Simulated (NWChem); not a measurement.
C4H4Si; SMILES C#C[SiH2]C#C

Program: NWChem. Geometry: optimised at B3LYP/6-31G* (spherical d). B3LYP is NWChem's, with the RPA form of VWN correlation. Level: B3LYP/def2-SVP with SMD (1 M gas to 1 M solution), gas-phase geometry. Reactions with the solvent are ignored.

```csv
solvent,dielectric constant,solvation free energy (kcal/mol),cavity-dispersion-structure term (kcal/mol),dipole in solution (D)
water,78.4,2.3,7.4,0.83
1-propanol,20.5,-0.5,4.4,0.81
ethylene glycol,40.2,2.8,7.9,0.82
tetrahydrofuran,7.43,___,___,0.79
```

Some entries are withheld; supply them.


- tetrahydrofuran, solvation free energy (kcal/mol): -1.1
- tetrahydrofuran, cavity-dispersion-structure term (kcal/mol): 3.3
